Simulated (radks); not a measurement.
Results of a calculation; reference values are marked as such.
All-electron atom: Pb2+ in [Hg]. Code: a radial shooting solver on a logarithmic mesh with Libxc functionals. Model: Dirac Kohn-Sham, LDA (Slater exchange, Perdew-Wang correlation), spin-unpolarised, spherical densities, point nucleus; speed of light set to 274.072 atomic units (2 times the physical value, a model run).

Unscreened Slater integrals over Kohn-Sham orbitals (cm^-1). Large and small components are both included.

F0(6s1/2,6s1/2): 83846
F0(6s1/2,5d5/2): 100420
G2(6s1/2,5d5/2): 16655
F0(6s1/2,5d3/2): 100560
G2(6s1/2,5d3/2): 16247
F0(6s1/2,5p3/2): 103690
G1(6s1/2,5p3/2): 7043.2
F0(5d5/2,5d5/2): 154780
F2(5d5/2,5d5/2): 80804
F4(5d5/2,5d5/2): 53928
F0(5d5/2,5d3/2): 155430
F2(5d5/2,5d3/2): 81150
G2(5d5/2,5d3/2): 81135
G4(5d5/2,5d3/2): 54158
F0(5d5/2,5p3/2): 171110
F2(5d5/2,5p3/2): 87580
G1(5d5/2,5p3/2): 108890
G3(5d5/2,5p3/2): 67722
F0(5d3/2,5d3/2): 156090
F2(5d3/2,5d3/2): 81510
F0(5d3/2,5p3/2): 172020
F2(5d3/2,5p3/2): 88305
G1(5d3/2,5p3/2): 110160
G3(5d3/2,5p3/2): 68520
F0(5p3/2,5p3/2): 194550
F2(5p3/2,5p3/2): 104900
